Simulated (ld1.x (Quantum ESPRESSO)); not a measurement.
## Ga (Z = 31), TM: configuration errors across variants

- Element: gallium (Ga)
- Generator: ld1.x (Quantum ESPRESSO) 7.5
- Type: norm-conserving Troullier–Martins (Kleinman–Bylander form)
- Functional: PBE
- Relativity: fully relativistic
- Frozen core: [Ar] 3d10
- Valence charge: 3
- Reference configuration: 4s1 4p2
- Partial waves: 4s (bound): rc 1.40 bohr; 4d channel at -0.15 Ry: rc 2.45 bohr; 4p (bound): rc 2.65 bohr
- Local potential: the p channel
- Core correction: Bessel-smoothed model core inside 1.15 bohr

Open shells are filled in proportion to 2j + 1 (rel_dist='average').

All-electron excitation energies from the reference (eV): (1) 4s2 4p1 -6.536; (2) 4s2 4p0 -0.846; (3) 4s1 4p0 20.282; (4) 4s1 4p1 6.524; (5) 4s2 4p1.3 -7.070; (6) 4s0 4p3 6.831; (7) 4s2 4p0.5 -4.505.

A true bound ghost makes a file unfit for plane-wave use even where its test errors are small: the radial tests pick states by their node count and pass the ghost by.

Errors AE − PS in meV (a dash: test not solved or not reliable):

| change | (1) | (2) | (3) | (4) | (5) | (6) | (7) | bound ghosts |
| --- | --- | --- | --- | --- | --- | --- | --- | --- |
| base | -17 | -3.3 | -95 | -8.5 | -19 | -16 | -9.5 | s, d3/2, d5/2 |
| wave 4d channel at -0.15 Ry: rc 2.45 bohr becomes 4d channel at -0.16 Ry: rc 2.45 bohr | -17 | -3.3 | -95 | -8.5 | -19 | -16 | -9.5 | s, d3/2, d5/2 |
| wave 4d channel at -0.15 Ry: rc 2.45 bohr becomes 4d channel at -0.1 Ry: rc 2.45 bohr | -17 | -3.3 | -95 | -8.5 | -19 | -16 | -9.5 | s, d3/2, d5/2 |
| wave 4d channel at -0.15 Ry: rc 2.45 bohr becomes 4d channel at 0.34 Ry: rc 2.45 bohr | -17 | -3.3 | -95 | -8.5 | -19 | -16 | -9.5 | s |
| wave 4d channel at -0.15 Ry: rc 2.45 bohr becomes 4d channel at 0.96 Ry: rc 2.45 bohr | -17 | -3.3 | -95 | -8.5 | -19 | -16 | -9.5 | s |
| wave 4d channel at -0.15 Ry: rc 2.45 bohr becomes 4d channel at 1.7 Ry: rc 2.45 bohr | -17 | -3.3 | -95 | -8.5 | -19 | -16 | -9.5 | s |
| wave 4d channel at -0.15 Ry: rc 2.45 bohr becomes 4d channel at 2.85 Ry: rc 2.45 bohr | -17 | -3.3 | -95 | -8.5 | -19 | -16 | -9.5 | s, d5/2, d3/2 |
| wave 4d channel at -0.15 Ry: rc 2.45 bohr becomes 4d channel at 6.48 Ry: rc 2.45 bohr | -17 | -3.3 | -95 | -8.5 | -19 | -16 | -9.5 | s, d3/2, d5/2 |

Problem. Give the same row for: wave 4d channel at -0.15 Ry: rc 2.45 bohr becomes 4d channel at 0.09 Ry: rc 2.45 bohr.

Solution. -17, -3.3, -95, -8.5, -19, -16, -9.5; bound ghosts: s, d3/2, d5/2.
